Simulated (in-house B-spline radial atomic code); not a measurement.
Inner levels of strontium as electrons are removed. A shift is the extra binding of the orbital against the neutral atom ([Kr] 5s2). The density at the nucleus is averaged over the nuclear charge. Computed with a radial B-spline atomic code at the basis-set limit: Dirac-Hartree-Fock, average of the configuration, finite nuclei.

| ion | configuration | shift of 1s1/2 (eV) | radius of 1s1/2 (bohr) | Σ<r²> (bohr²) | change of density at nucleus (bohr⁻³) |
| --- | --- | --- | --- | --- | --- |
| Sr11+ | [Ar] 3d9 | 235.09 | 0.039146 | 4.8164 | -90.079 |
| Sr12+ | [Ar] 3d8 | 287.08 | 0.039147 | 4.3852 | -64.432 |
| Sr13+ | [Ar] 3d7 | 341.57 | 0.039148 | 3.9914 | -36.746 |
| Sr14+ | [Ar] 3d6 | 398.53 | 0.039149 | 3.6302 | -7.0293 |
| Sr15+ | [Ar] 3d5 | 457.97 | 0.03915 | 3.2976 | 24.707 |
| Sr16+ | [Ar] 3d4 | 519.85 | 0.039152 | 2.9904 | 58.461 |
| Sr17+ | [Ar] 3d3 | 584.17 | 0.039153 | 2.7059 | 94.231 |
| Sr18+ | [Ar] 3d2 | 650.91 | 0.039154 | 2.4418 | 132.02 |
| Sr19+ | [Ar] 3d1 | 720.07 | 0.039156 | 2.196 | 171.82 |
| Sr20+ | [Ne] 3s2 3p6 | 791.64 | 0.039157 | 1.9669 | 213.64 |
| Sr21+ | [Ne] 3s2 3p5 | 867.8 | 0.039152 | 1.7186 | 261.03 |
| Sr22+ | [Ne] 3s2 3p4 | 945.82 | 0.039146 | 1.4809 | 309.95 |
| Sr23+ | [Ne] 3s2 3p3 | 1025.68 | 0.03914 | 1.2534 | 360.41 |
| Sr24+ | [Ne] 3s2 3p2 | 1107.4 | 0.039133 | 1.0353 | 412.4 |
| Sr25+ | [Ne] 3s2 3p1 | 1190.96 | 0.039126 | 0.82631 | 465.92 |
| Sr26+ | [Ne] 3s2 | 1276.36 | 0.039119 | 0.6258 | 520.99 |
| Sr27+ | [Ne] 3s1 | 1358.54 | 0.039117 | 0.42334 | -132.13 |
| Sr28+ | [He] 2s2 2p6 | 1442.19 | 0.039114 | 0.22774 | -814.11 |
| Sr29+ | [He] 2s2 2p5 | 1651.25 | 0.039077 | 0.19701 | -660.64 |
| Sr30+ | [He] 2s2 2p4 | 1864.69 | 0.039039 | 0.16777 | -503.34 |
| Sr31+ | [He] 2s2 2p3 | 2082.49 | 0.038999 | 0.13994 | -342.23 |
| Sr32+ | [He] 2s2 2p2 | 2304.64 | 0.038957 | 0.11344 | -177.3 |
| Sr33+ | [He] 2s2 2p1 | 2531.13 | 0.038914 | 0.088175 | -8.5606 |
| Sr34+ | [He] 2s2 | 2761.94 | 0.038869 | 0.06409 | 163.98 |
| Sr35+ | [He] 2s1 | 2964.97 | 0.038864 | 0.033599 | -2993.79 |
| Sr36+ | 1s2 | 3170.76 | 0.03884 | 0.0040546 | -6264.37 |
| Sr37+ | 1s1 | 3831.41 | 0.038442 | 0.0019836 | -32366.2 |
